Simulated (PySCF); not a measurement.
Species: CH5NO2Si2.
SMILES with atom numbers: `[N:1]#[C:2][SiH2:3][SiH:4]([OH:5])[OH:6]` (hydrogens: H7, H8 on Si3; H9 on Si4; H10 on O5; H11 on O6)

Computed with PBE0-D3(BJ)/def2-SVP geometry optimisation, gas phase in PySCF 2.14.0.

(1) Give the optimised bond lengths and angles.

Results:

(1) 
| bond | length (Å) | order |
| --- | --- | --- |
| N1≡C2 | 1.161 | triple |
| C2–Si3 | 1.867 | single |
| Si3–Si4 | 2.345 | single |
| Si4–O5, Si4–O6 | 1.656 | single |
| Si3–H7, Si3–H8 | 1.490 | single |
| Si4–H9 | 1.497 | single |
| O5–H10, O6–H11 | 0.963 | single |

Bonds in one row agree within 0.01 Å and their mean is given. Orders are formal, as drawn. A selection of angles:
| angle | degrees |
| --- | --- |
| N1–C2–Si3 | 174.0 |
| C2–Si3–Si4 | 101.3 |
| C2–Si3–H7 | 106.7 |
| Si4–Si3–H7 | 113.4 |
| Si4–Si3–H8 | 116.6 |
| H7–Si3–H8 | 110.7 |
| Si3–Si4–O5 | 108.0 |
| Si3–Si4–H9 | 110.5 |
| O5–Si4–O6 | 108.7 |
| O5–Si4–H9 | 110.5 |
| O6–Si4–H9 | 112.2 |
| Si4–O5–H10 | 118.1 |

Torsions: C2–Si3–Si4–O5 50° (synclinal); H10–O5–Si4–Si3 -68° (synclinal); H11–O6–Si4–Si3 -175° (antiperiplanar). The mirror-image conformer, all signs reversed, is as good.

Si4 (oxygen-bound silicon) is tetrahedral (angles from 106.8° to 112.2°). Si3 (SiH2 silicon) is distorted tetrahedral (angles from 101.3° to 116.6°).

Point group: C1 (no symmetry element, even within 0.4 Å). No frequency check. One conformer, not necessarily the lowest (C2–Si3–Si4–O5 50°, Si3–Si4–O5–H -68°, Si3–Si4–O6–H -175°).
